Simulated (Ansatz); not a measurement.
Computed with Ansatz on PBE0-D4/def2-TZVP structures; ΔE is electronic, products minus reactants. CCSD(T)/CBS is the MP2 limit (def2-TZVPP, def2-QZVPP) plus CCSD(T) − MP2 in def2-TZVPP, frozen cores. DFT in def2-TZVPP. One conformer a species, not always the lowest.

Consider the isomerisation: `C[SiH2]OCF` → `C[SiH2]C(O)F`.

`C[SiH2]OCF`:

```xyz
12

C     0.680   -1.673    0.121
Si    0.888    0.137    0.470
O    -0.574    0.910    0.667
C    -1.338    1.371   -0.367
F    -1.818    0.319   -1.126
H     0.126   -2.162    0.926
H     1.656   -2.159    0.036
H     0.134   -1.826   -0.812
H     1.608    0.811   -0.649
H     1.609    0.361    1.746
H    -0.765    2.010   -1.052
H    -2.204    1.900    0.039
```

`C[SiH2]C(O)F`:

Cartesian coordinates in Å:
```
C -0.927 1.179 -0.897
Si -0.874 -0.245 0.303
C 0.949 -0.673 0.700
O 1.611 -0.943 -0.480
F 1.539 0.432 1.328
H -0.406 0.913 -1.819
H -1.956 1.446 -1.144
H -0.436 2.054 -0.467
H -1.510 -1.470 -0.252
H -1.532 0.089 1.595
H 1.054 -1.496 1.421
H 2.489 -1.287 -0.287
```

| level | ΔE (kcal/mol) |
| --- | --- |
| r2SCAN-D4 | 27.3 |
| CCSD(T)/def2-TZVPP | 28.1 |

(1) What does CCSD(T)/CBS give? (An estimate is asked.)

Largest T1 diagnostic among the species: 0.012.

Answers

(1) The calculation gave: +27.8 kcal/mol. The listed levels differ from it by -0.5, 0.3 kcal/mol.

In def2-TZVPP, CCSD(T) changes the Hartree–Fock value by −4.3 kcal/mol (the triples alone add −0.6 kcal/mol) and MP2 by −3.4 kcal/mol. From PBE to PBE0 (25 % exact exchange), in def2-TZVPP and without D4, ΔE moves by +1.7 kcal/mol.

CCSD(T)/CBS has its own doubt, a few kJ/mol and more with outer-core shells, so smaller differences from it don't rank the levels.
